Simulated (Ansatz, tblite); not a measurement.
Removing and adding an electron: La(N(SiH3)2)3 (LaSi6N3H18). Charge 0, multiplicity 1. Geometry: PBE-D4/def2-SVP. Ansatz, gas phase; energy differences of separate SCF runs; the oxidised species was run as a doublet alone; the reduced species was run as a doublet alone.

```xyz
28

La   -0.254    0.364    0.570
N     0.911    1.926   -0.800
Si    0.605    3.414    0.004
Si    1.846    1.552   -2.221
H     1.782    4.121    0.624
H    -0.257    2.924    1.204
H    -0.252    4.429   -0.708
H     1.294    2.181   -3.478
H     1.807    0.052   -2.399
H     3.293    1.969   -2.102
N    -2.119   -0.579   -0.575
Si   -3.430   -0.129    0.440
Si   -2.065   -1.433   -2.093
H    -4.440    0.840   -0.119
H    -2.680    0.660    1.552
H    -4.162   -1.230    1.164
H    -2.549   -2.860   -1.988
H    -0.621   -1.465   -2.537
H    -2.871   -0.759   -3.177
N     1.194   -1.316    1.440
Si    1.995   -2.557    0.516
Si    1.154   -0.993    3.127
H     3.500   -2.463    0.576
H     1.578   -2.380   -0.925
H     1.609   -3.953    0.944
H     0.521   -2.032    4.017
H     0.186    0.224    3.168
H     2.425   -0.507    3.776
```

In the def2 sets La takes a core potential; there is no spin–orbit coupling. The xTB rows come from tblite.

```tsv
level	−HOMO (eV)	vertical IE (eV)	−LUMO (eV)	vertical EA (eV)	HOMO–LUMO gap (eV)	IE − EA (eV)	remarks
PBE-D4/def2-SVP	5.89	7.82	2.23	0.54	3.67	7.28	HOMO above zero (-1 doublet)
PBE0-D4/def2-SVP	7.14	8.42	1.50	0.41	5.64	8.01	HOMO above zero (-1 doublet)
```

**Question.** Estimate the rows for GFN1-xTB, GFN2-xTB.

**Answer.** 
| level | −HOMO (eV) | vertical IE (eV) | −LUMO (eV) | vertical EA (eV) | HOMO–LUMO gap (eV) | IE − EA (eV) |
| --- | --- | --- | --- | --- | --- | --- |
| GFN1-xTB | 10.63 | 12.45 | 9.73 | 7.03 | 0.90 | 5.42 |
| GFN2-xTB | 9.79 | 11.74 | 8.49 | 6.30 | 1.29 | 5.44 |

   A HOMO above zero means that the electron is unbound at that level or that self-interaction error raises the level; the energy of removing that electron tells which. Raw xTB energy differences between charge states are shifted by several eV; the methods need an empirical correction for them. Sets without diffuse functions give affinities that are too small.
